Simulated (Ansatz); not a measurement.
Saddle point of SiNH₃F₄, singlet (SiF₄ ([F][Si]([F])([F])[F]) + NH₃ → SiNH₂F₃ ([NH2][Si]([F])([F])[F]) + HF; bonds formed: F2–H6; dative contacts that become bonds: Si1–N7; bonds broken: Si1–F2, H6–N7), PBE0-D4/def2-TZVP structure:

```xyz
9
angstrom
Si -0.7033 0.3479 -0.0571
F -0.3529 -1.5719 -0.7456
F -1.0656 0.6572 -1.5554
F -1.7595 -0.3433 0.8801
F -0.7137 1.8279 0.5481
H 0.6212 -1.1798 -0.3073
N 1.0147 -0.0930 0.2505
H 1.2702 -0.1246 1.2305
H 1.6888 0.4796 -0.2439
```

Energies are electronic, without zero-point energy. Barriers and step energies count from the start structure reached by relaxing down the imaginary mode; all methods use the PBE0-D4 structures, on which another method's saddle can fall below an end. Computed with Ansatz 0.2.0 (basis: def2-TZVPP, with def2-QZVPP for the basis limit); correlated methods freeze the cores. B3LYP uses VWN-RPA correlation. Extrapolation: Hartree–Fock as exp(−7.88 √X), correlation as X^−2.97.

```json
{"method": "SPW92", "barrier (kJ/mol)": "116.3", "step energy (kJ/mol)": "93.8"}
{"method": "PBE-D4", "barrier (kJ/mol)": "?", "step energy (kJ/mol)": "76.7"}
{"method": "BLYP-D4", "barrier (kJ/mol)": "139.0", "step energy (kJ/mol)": "71.3"}
{"method": "r2SCAN-D4", "barrier (kJ/mol)": "146.1", "step energy (kJ/mol)": "91.8"}
{"method": "B97M-V", "barrier (kJ/mol)": "161.8", "step energy (kJ/mol)": "93.1"}
{"method": "PBE0-D4", "barrier (kJ/mol)": "145.0", "step energy (kJ/mol)": "81.5"}
{"method": "B3LYP-D4", "barrier (kJ/mol)": "149.9", "step energy (kJ/mol)": "77.2"}
{"method": "r2SCAN0-D4", "barrier (kJ/mol)": "154.9", "step energy (kJ/mol)": "92.1"}
{"method": "BHLYP-D4", "barrier (kJ/mol)": "?", "step energy (kJ/mol)": "85.1"}
{"method": "CAM-B3LYP-D4", "barrier (kJ/mol)": "151.3", "step energy (kJ/mol)": "84.4"}
{"method": "wB97X-V", "barrier (kJ/mol)": "152.6", "step energy (kJ/mol)": "88.2"}
{"method": "wB97M-V", "barrier (kJ/mol)": "?", "step energy (kJ/mol)": "89.0"}
{"method": "B2PLYP", "barrier (kJ/mol)": "153.7", "step energy (kJ/mol)": "80.8"}
{"method": "PBE-QIDH", "barrier (kJ/mol)": "155.0", "step energy (kJ/mol)": "86.2"}
{"method": "RPA on PBE", "barrier (kJ/mol)": "155.6", "step energy (kJ/mol)": "84.4"}
{"method": "HF", "barrier (kJ/mol)": "196.2", "step energy (kJ/mol)": "80.6"}
{"method": "MP2", "barrier (kJ/mol)": "153.5", "step energy (kJ/mol)": "82.1"}
{"method": "CCSD", "barrier (kJ/mol)": "165.2", "step energy (kJ/mol)": "84.6"}
{"method": "CCSD(T)", "barrier (kJ/mol)": "158.2", "step energy (kJ/mol)": "84.6"}
```

Q: Fill in the withheld barriers. (An estimate is asked for; the value comes from the calculation.)

A: Computed: PBE-D4 130.2; wB97M-V 151.5; BHLYP-D4 167.1 kJ/mol. Each is the energy of the saddle less that of the start structure, by the same method.

For comparison, the barrier by CCSD(T) at an estimated basis limit (MP2 extrapolated from triple and quadruple zeta, plus CCSD(T) − MP2 in triple zeta) is 160.3 kJ/mol.

No T1 diagnostic of these runs exceeds 0.012.

The step is the kind of exchange with an N–H group that builds nitride films in atomic layer and chemical vapour deposition.

Labels in which every atom is bracketed show which atoms are joined, not bond orders.

For scale, one of the runs: CCSD(T)/def2-TZVPP, 239 basis functions, launched by `ansatz run in.yaml --threads 8 --pin off --events-out ev --progress --plain --max-ram 19148MiB`. Hardware: 8 CPU threads of an Arm Neoverse V2, shared host. Wall time 2.2 min; peak host memory 5.1 GiB.
